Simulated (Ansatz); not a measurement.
C2H8O2Si can be A, `CO[SiH](C)O`, or B, `OCOC[SiH3]`.

Calculated with Ansatz (gas phase, PBE0-D4/def2-TZVP geometries, no zero-point term in ΔE). CBS: MP2 limit from def2 TZ/QZ plus the TZ coupled-cluster correction, frozen cores. DFT in def2-TZVPP. B3LYP here is the variant with VWN-RPA as its local correlation; programs differ in this. One conformer a species, not always the lowest.

Q: Which is lower in electronic energy at CCSD(T)/CBS, and by how much? (Estimate.)

A: Ansatz gave: A, by 359.6 kJ/mol.

Q: Give E(B) − E(A) in kJ/mol with PBE0-D4, MP2/def2-TZVPP, B3LYP-D4, PBE-D4, HF/def2-TZVPP, ωB97M-V, r2SCAN-D4. (Best estimate.)

A: The calculation gave: PBE0-D4 341.3, MP2/def2-TZVPP 368.4, B3LYP-D4 350.0, PBE-D4 329.0, HF/def2-TZVPP 365.0, ωB97M-V 353.7, r2SCAN-D4 354.4. None reverses the order clearly.

Largest T1 diagnostic: 0.012.

From PBE to PBE0 (25 % exact exchange), in def2-TZVPP and without D4, E(B) − E(A) moves by +12.3 kJ/mol.
